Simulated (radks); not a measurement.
The numbers below are computed, except where a source is named.
Spherical quantum dot in the effective-mass picture: electrons in a parabolic well V = omega^2 r^2 / 2 with omega = 0.0711, with a point charge +1 (a donor) at the centre, all in effective atomic units (hartree* = m*/eps^2 hartree, bohr* = eps/m* bohr), one dielectric constant everywhere. Level of theory: non-relativistic Kohn-Sham, exchange-only LDA, spin-polarised, spherical densities (a radial shooting solver with Libxc functionals). Levels are named by radial order and angular momentum (1s, 1p, 1d, 2s, ...), and open shells are averaged over m. Results are scaled to m* = 0.042 and eps = 13.8, for which hartree* = 6.001 meV and bohr* = 17.39 nm. Each electron was tried in the lowest free levels, single moves between levels near the top were tried too, and the lowest total energy was kept; such a search can miss a lower state. At N = 1 the Hartree and exchange-correlation terms need not cancel, so that row can carry a self-interaction error.

\begin{tabular}{lrrrrrrr}
N & open shells & 2S & E (meV) & mu = E(N) - E(N-1) (meV) & addition energy mu(N+1) - mu(N) (meV) & e(HOMO) (meV) & rms radius (nm) \\ \hline
1 & 1s(up 1, down 0) & 1 & -2.69193 & -2.6919 & 3.022 & -1.3997 & 31.38 \\
2 & none & 0 & -2.36187 & 0.33006 & 1.705 & 0.92715 & 48.40 \\
3 & 1p(up 1, down 0) & 1 & -0.326693 & 2.0352 & 0.6172 & 2.3373 & 81.70 \\
4 & 1p(up 2, down 0) & 2 & 2.32572 & 2.6524 & 0.6182 & 2.9654 & 99.34 \\
5 & 1p(up 3, down 0) & 3 & 5.59636 & 3.2706 & 0.6504 & 3.5715 & 112.1 \\
6 & 1p(up 3, down 0) 2s(up 1, down 0) & 4 & 9.51743 & 3.9211 & 0.7102 & 4.1954 & 122.9 \\
7 & 1p(up 3, down 0) 1d(up 1, down 0) 2s(up 1, down 0) & 5 & 14.1487 & 4.6313 & 0.5100 & 4.8886 & 133.0 \\
8 & 1p(up 3, down 0) 1d(up 2, down 0) 2s(up 1, down 0) & 6 & 19.2900 & 5.1413 & 0.4960 & 5.3916 & 141.5 \\
9 & 1p(up 3, down 0) 1d(up 3, down 0) 2s(up 1, down 0) & 7 & 24.9273 & 5.6373 & 0.4823 & 5.8806 & 148.9 \\
10 & 1p(up 3, down 0) 1d(up 4, down 0) 2s(up 1, down 0) & 8 & 31.0468 & 6.1196 & 0.4694 & 6.3563 & 155.6 \\
11 & 1p(up 3, down 0) 1d(up 5, down 0) 2s(up 1, down 0) & 9 & 37.6358 & 6.5890 & 0.6386 & 6.8196 & 161.7 \\
12 & 1p(up 3, down 0) 1d(up 5, down 0) 2s(up 1, down 0) 1f(up 1, down 0) & 10 & 44.8634 & 7.2275 & 0.4311 & 7.4445 & 167.9 \\
13 & 1p(up 3, down 0) 1d(up 5, down 0) 2s(up 1, down 0) 1f(up 2, down 0) & 11 & 52.5220 & 7.6587 & 0.4230 & 7.8715 & 173.5 \\
14 & 1p(up 3, down 0) 1d(up 5, down 0) 2s(up 1, down 0) 1f(up 3, down 0) & 12 & 60.6037 & 8.0817 & 0.4152 & 8.2906 & 178.8 \\
15 & 1p(up 3, down 0) 1d(up 5, down 0) 2s(up 1, down 0) 1f(up 4, down 0) & 13 & 69.1006 & 8.4969 & 0.4078 & 8.7021 & 183.7 \\
16 & 1p(up 3, down 0) 1d(up 5, down 0) 2s(up 1, down 0) 1f(up 5, down 0) & 14 & 78.0054 & 8.9048 & 0.4008 & 9.1063 & 188.3 \\
17 & 1p(up 3, down 0) 1d(up 5, down 0) 2s(up 1, down 0) 1f(up 6, down 0) & 15 & 87.3109 & 9.3055 & 0.3941 & 9.5037 & 192.7 \\
18 & 1p(up 3, down 0) 1d(up 5, down 0) 2s(up 1, down 0) 1f(up 7, down 0) & 16 & 97.0105 & 9.6996 & 0.5406 & 9.8945 & 196.8 \\
19 & 1p(up 3, down 0) 1d(up 5, down 0) 2s(up 1, down 0) 1f(up 7, down 0) 2p(up 1, down 0) & 17 & 107.251 & 10.240 & 0.3780 & 10.430 & 200.9 \\
20 & 1p(up 3, down 0) 1d(up 5, down 0) 2s(up 1, down 0) 1f(up 7, down 0) 2p(up 2, down 0) & 18 & 117.869 & 10.618 & 0.3678 & 10.806 & 204.8 \\
21 & 1p(up 3, down 0) 1d(up 5, down 0) 2s(up 1, down 0) 1f(up 7, down 0) 2p(up 2, down 0) 1g(up 1, down 0) & 19 & 128.855 & 10.986 & 0.3630 & 11.168 & 208.7 \\
22 & 1p(up 3, down 0) 1d(up 5, down 0) 2s(up 1, down 0) 1f(up 7, down 0) 2p(up 2, down 0) 1g(up 2, down 0) & 20 & 140.204 & 11.349 & 0.3571 & 11.529 & 212.4 \\
23 & 1p(up 3, down 0) 1d(up 5, down 0) 2s(up 1, down 0) 1f(up 7, down 0) 2p(up 3, down 0) 1g(up 2, down 0) & 21 & 151.910 & 11.706 & 0.3513 & 11.888 & 215.9 \\
24 & 1p(up 3, down 0) 1d(up 5, down 0) 2s(up 1, down 0) 1f(up 7, down 0) 2p(up 3, down 0) 1g(up 3, down 0) & 22 & 163.967 & 12.057 & 0.3499 & 12.235 & 219.3 \\
25 & 1p(up 3, down 0) 1d(up 5, down 0) 2s(up 1, down 0) 1f(up 7, down 0) 2p(up 3, down 0) 1g(up 4, down 0) & 23 & 176.375 & 12.407 & 0.3459 & 12.581 & 222.6 \\
26 & 1p(up 3, down 0) 1d(up 5, down 0) 2s(up 1, down 0) 1f(up 7, down 0) 2p(up 3, down 0) 1g(up 5, down 0) & 24 & 189.128 & 12.753 & 0.3421 & 12.925 & 225.8 \\
27 & 1p(up 3, down 0) 1d(up 5, down 0) 2s(up 1, down 0) 1f(up 7, down 0) 2p(up 3, down 0) 1g(up 6, down 0) & 25 & 202.223 & 13.095 & 0.3384 & 13.265 & 228.9 \\
28 & 1p(up 3, down 0) 1d(up 5, down 0) 2s(up 1, down 0) 1f(up 7, down 0) 2p(up 3, down 0) 1g(up 7, down 0) & 26 & 215.657 & 13.434 & 0.3348 & 13.602 & 231.9 \\
29 & 1p(up 3, down 0) 1d(up 5, down 0) 2s(up 1, down 0) 1f(up 7, down 0) 2p(up 3, down 0) 1g(up 8, down 0) & 27 & 229.425 & 13.768 & 0.3313 & 13.935 & 234.8 \\
30 & 1p(up 3, down 0) 1d(up 5, down 0) 2s(up 1, down 0) 1f(up 7, down 0) 2p(up 3, down 0) 1g(up 9, down 0) & 28 & 243.525 & 14.100 & 0.3240 & 14.264 & 237.7 \\
31 & 1p(up 3, down 0) 1d(up 5, down 0) 2s(up 1, down 0) 1f(up 7, down 0) 2p(up 3, down 0) 1g(up 9, down 0) 3s(up 1, down 0) & 29 & 257.949 & 14.424 & 0.4566 & 14.590 & 240.4 \\
32 & 1p(up 3, down 0) 1d(up 5, down 0) 2s(up 1, down 0) 1f(up 7, down 0) 2p(up 3, down 0) 1g(up 9, down 0) 2d(up 1, down 0) 3s(up 1, down 0) & 30 & 272.829 & 14.880 & 0.3188 & 15.041 & 243.2 \\
33 & 1p(up 3, down 0) 1d(up 5, down 0) 2s(up 1, down 0) 1f(up 7, down 0) 2p(up 3, down 0) 1g(up 9, down 0) 2d(up 1, down 0) 3s(up 1, down 0) 1h(up 1, down 0) & 31 & 288.028 & 15.199 & 0.3121 & 15.357 & 246.0 \\
34 & 1p(up 3, down 0) 1d(up 5, down 0) 2s(up 1, down 0) 1f(up 7, down 0) 2p(up 3, down 0) 1g(up 9, down 0) 2d(up 2, down 0) 3s(up 1, down 0) 1h(up 1, down 0) & 32 & 303.539 & 15.511 & 0.3103 & 15.669 & 248.6 \\
35 & 1p(up 3, down 0) 1d(up 5, down 0) 2s(up 1, down 0) 1f(up 7, down 0) 2p(up 3, down 0) 1g(up 9, down 0) 2d(up 2, down 0) 3s(up 1, down 0) 1h(up 2, down 0) & 33 & 319.361 & 15.822 & 0.3093 & 15.977 & 251.2 \\
36 & 1p(up 3, down 0) 1d(up 5, down 0) 2s(up 1, down 0) 1f(up 7, down 0) 2p(up 3, down 0) 1g(up 9, down 0) 2d(up 2, down 0) 3s(up 1, down 0) 1h(up 3, down 0) & 34 & 335.492 & 16.131 & 0.3039 & 16.285 & 253.8 \\
37 & 1p(up 3, down 0) 1d(up 5, down 0) 2s(up 1, down 0) 1f(up 7, down 0) 2p(up 3, down 0) 1g(up 9, down 0) 2d(up 3, down 0) 3s(up 1, down 0) 1h(up 3, down 0) & 35 & 351.926 & 16.435 & 0.3034 & 16.589 & 256.2 \\
38 & 1p(up 3, down 0) 1d(up 5, down 0) 2s(up 1, down 0) 1f(up 7, down 0) 2p(up 3, down 0) 1g(up 9, down 0) 2d(up 3, down 0) 3s(up 1, down 0) 1h(up 4, down 0) & 36 & 368.664 & 16.738 & 0.3020 & 16.889 & 258.7 \\
39 & 1p(up 3, down 0) 1d(up 5, down 0) 2s(up 1, down 0) 1f(up 7, down 0) 2p(up 3, down 0) 1g(up 9, down 0) 2d(up 3, down 0) 3s(up 1, down 0) 1h(up 5, down 0) & 37 & 385.704 & 17.040 & - & 17.190 & 261.1 \\
\end{tabular}

All shells are closed at N = 2 (there: 1s2); the second difference of the energy has clear peaks (12 % above both neighbours; the first and last values, which can be the largest, are not judged, and half-filled shells can peak too) at N = 11, 18, 31.
